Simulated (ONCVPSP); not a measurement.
## Sc (Z = 21): ONCV pseudisation with PBE, scalar-relativistic reference atom.

Input for ONCVPSP 4.0.1:

```
# ATOM AND REFERENCE CONFIGURATION
# atsym  z   nc   nv     iexc    psfile
  Sc 21.00    3    5        4      upf
#
#   n    l    f
    1    0    2.00
    2    0    2.00
    2    1    6.00
    3    0    2.00
    3    1    6.00
    3    2    1.00
    4    0    1.75
    4    1    0.25
#
# PSEUDOPOTENTIAL AND OPTIMIZATION
# lmax
    2
#
#   l,   rc,      ep,       ncon, nbas, qcut
    0    1.40    0.00    5    9   10.80
    1    2.20    0.00    3    8    7.90
    2    2.65    0.00    3    8    6.10
#
# LOCAL POTENTIAL
# lloc, lpopt,  rc(5),   dvloc0
    4    5    0.95    3.00
#
# VANDERBILT-KLEINMAN-BYLANDER PROJECTORs
# l, nproj, debl
    0    2    3.00
    1    2    2.60
    2    2    1.20
#
# MODEL CORE CHARGE
# icmod, fcfact, rcfact
    0    0.00    0.00
#
# LOG DERIVATIVE ANALYSIS
# epsh1, epsh2, depsh
   -4.00    5.00    0.02
#
# OUTPUT GRID
# rlmax, drl
    6.00    0.01
#
# TEST CONFIGURATIONS
# ncnf
    4
# nvcnf
#   n    l    f
    5
    3    0    2.00
    3    1    6.00
    3    2    1.00
    4    0    2.00
    4    1    0.00
#
    5
    3    0    2.00
    3    1    6.00
    3    2    1.00
    4    0    1.00
    4    1    0.00
#
    5
    3    0    2.00
    3    1    6.00
    3    2    1.00
    4    0    0.00
    4    1    0.00
#
    5
    3    0    2.00
    3    1    6.00
    3    2    1.50
    4    0    1.50
    4    1    0.00
#
```

Command:

```bash
oncvpsp.x < Sc.dat > Sc.out
```

Resulting log (shortened: citation, most of the input echo, consistency checks and plot data are left out):

```
ONCVPSP  (Optimized Norm-Conservinng Vanderbilt PSeudopotential)
scalar-relativistic version 4.0.1

#   n    l    f        energy (Ha)
    1    0    2.00    -1.6160921E+02
    2    0    2.00    -1.7443343E+01
    2    1    6.00    -1.4280377E+01
    3    0    2.00    -2.0348768E+00
    3    1    6.00    -1.2478660E+00
    3    2    1.00    -1.2963832E-01
    4    0    1.75    -1.6053106E-01
    4    1    0.25    -5.9567308E-02

Reference configufation results
  iterations    24
  all-electron total energy (Ha)   -7.64031290D+02

Begin loop to  construct optimized pseudo wave functions
and semi-local pseudopoentials for all angular momenta

Calculating optimized projector #   1

 for l=   0

    Fraction of norm inside rc  0.810042
    Optimizing pswf for qcut=  10.79 a_B^-1,  ecut=  58.19 Ha
    Residual kinetic energy error=  1.67D-07 Ha
 ERROR pspot:  first pseudo wave function has node,          program will stop
 ERROR pspot: try changing psp parameters for this l
```

The run stopped because the optimised pseudo-wave of the first projector has a node, so the radial equation cannot be inverted for a potential.

The run took about 0.17 s on one core of a shared server CPU.
